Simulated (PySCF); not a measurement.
**Mo: excitation energy**

Mo [Kr] 4d5 5s1 (7S) → Mo [Kr] 4d4 5s2 (5D), as a difference of total energies. Calculation: PySCF 2.14, in aug-cc-pVTZ-PP with ECP28MDF (6s6p5d3f2g, 88 functions); scalar relativity through the core potential. Correlated levels: valence: 4s2 4p6 frozen. The calculations carry no spin-orbit coupling.

```tsv
method	excitation energy (eV)
UHF	2.201
MP2 (valence)	1.802
SCS-MP2 (valence)	1.042
CCSD (valence)	1.671
CCSD(T) (valence)	1.579
```

Question: How much does correlation contribute at CCSD(T) (valence)?

Answer: 1.579 − (2.201) = -0.622 eV, measured against UHF.

The coupled-cluster amplitudes are large for the upper state (T1 above 0.03 or a double amplitude above 0.15), so a single reference is strained.
